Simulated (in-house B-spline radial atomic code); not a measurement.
A run on Sn (an excited or competing configuration) that did not converge. Method: scalar-relativistic (X2C) SCAN, spin-polarised, spherical fractional occupations, Fermi nucleus of rms radius 4.6519 fm; computed with a B-spline radial code for spherical atoms.

Command:
```bash
python run_scf.py task.json out
```
Settings (nuclear radius in fm, mass in u):
```
Z                50
configuration    [Kr] 4d10 5s2 5p1 6s1
hamiltonian      x2c
method           scan,scan
spin_polarised   True
nucleus          fermi
rms_radius       4.6519
atomic_mass      119.9022
speed_of_light   137.035999084
```

First and last ten iterations of the last attempt (damped for 15 steps, keeping 80 % of the old Fock matrix, then DIIS):
```
 iter        energy (Eh)    residual
    1       -6176.824629    1.79e-01
    2       -6176.835250    1.58e-03
    3       -6176.835257    1.45e-03
    4       -6176.835261    1.33e-03
    5       -6176.835264    1.21e-03
    6       -6176.835266    1.10e-03
    7       -6176.835268    1.00e-03
    8       -6176.835269    9.08e-04
    9       -6176.835270    8.22e-04
   10       -6176.835271    7.42e-04
  111       -6176.743920    1.59e-02
  112       -6176.826250    3.79e-02
  113       -6176.833471    2.62e-02
  114       -6176.833320    1.25e-02
  115       -6176.835001    3.63e-03
  116       -6176.835271    6.06e-04
  117       -6176.835273    2.84e-04
  118       -6176.835274    8.96e-05
  119       -6175.960097    9.72e-02
  120       -6175.960294    9.74e-02
 not converged after 120 iterations
```

The smallest residual met was 7.8e-05; the threshold is about 5e-07. No energy from this run should be used. Cost of the run: 5.2 s on 1 thread of Arm Neoverse N1 (shared host).
